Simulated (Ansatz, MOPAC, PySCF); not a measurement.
Breaking a bond: BeH (cation, charge +1), singlet.

- PM3, restricted, heats of formation (MOPAC)
- UKS-B3LYP/LANL2DZ = unrestricted B3LYP/LANL2DZ in PySCF
- RKS-PBE = restricted PBE/cc-pVTZ in Ansatz (a program for electronic structure)
- RKS-B3LYP/LANL2DZ = restricted B3LYP/LANL2DZ (PySCF 2.14.0)

Energies are in kJ/mol, each relative to the lowest point of its own curve near equilibrium.

```tsv
R / Å	PM3	UKS-B3LYP/LANL2DZ	RKS-PBE	RKS-B3LYP/LANL2DZ
1.06	30.3	87.2	81.9	87.2
1.14	10.7	38.7	35.6	38.7
1.19	3.9	19.9	17.9	19.9
1.24	0.5	8.0	6.9	8.0
1.29	0.0	1.7	1.3	1.7
1.33	1.5	0.0	0.0	0.0
1.39	6.6	1.9	2.3	1.9
1.41	9.1	3.5	4.0	3.5
1.45	14.9	8.1	8.7	8.1
1.54	32.9	23.2	23.6	23.2
1.64	59.6	45.5	45.3	45.5
1.79	108.3	84.8	82.8	84.8
1.99	176.6	139.7	134.9	139.7
2.19	240.0	184.4	183.7	191.6
2.41	305.1	217.8	230.6	241.6
2.65	370.8	241.1	272.6	286.7
2.91	430.5	257.1	307.8	324.9
3.26	489.5	270.4	340.8	361.8
3.58	527.3	277.9	359.5	384.1
4.04	564.6	284.0	373.6	403.1
4.67	594.8	287.1	379.2	414.1
5.30	611.3	287.3	377.9	416.9
```

At the longest distance, 5.30 Å, PM3 lies highest above its minimum (611.3 kJ/mol) and UKS-B3LYP/LANL2DZ lowest (287.3 kJ/mol).

The restricted form behind PM3, RKS-PBE, RKS-B3LYP/LANL2DZ keeps the bonding electrons paired and can't separate into open-shell fragments. The unrestricted determinant behind UKS-B3LYP/LANL2DZ is spin-contaminated at 1.99 to 5.30 Å (<S²> up to 0.9, against 0.00 for a pure singlet).
